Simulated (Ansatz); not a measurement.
Frontier orbitals of GaH3OSe (`[OH][GaH][SeH]`).

```xyz
6

O     0.0761   -1.4887    0.5587
Ga    0.5538   -0.1890   -0.5628
Se   -0.4170    1.9165   -0.3505
H    -0.5782   -1.2363    1.2130
H     1.6094   -0.5109   -1.6511
H    -1.2441    1.5085    0.7928
```

The species carries charge 0 and has multiplicity 1. Correlated methods include outer-core shells of Ga, Se, which these sets cover unevenly. Scalar relativity is left out up to krypton. The structure was optimised at the PBE0-D4/def2-TZVP level. It is one conformer, not always the lowest. Basis def2-TZVPP, the Gaussian-basis code of Ansatz.

```tsv
functional	HOMO (eV)	LUMO (eV)	gap (eV)
LDA (SPW92)	-6.41	-1.96	4.45
PBE	-6.25	-1.69	4.56
revPBE	-6.20	-1.58	4.62
BLYP	-6.09	-1.63	4.46
r2SCAN	-6.55	-1.45	5.10
PBE0	-7.41	-0.94	6.47
ωB97M-V	-9.55	0.76	10.31
```

A quarter of exact exchange (PBE0) shifts PBE's HOMO by −1.16 eV and its LUMO by +0.75 eV; full exchange at long range (ωB97M-V) shifts them by −3.30 and +2.45 eV. The gap opens from 4.56 to 10.31 eV, since occupied levels lose self-interaction and empty ones feel all the electrons. A positive LUMO is unbound and depends on the basis.
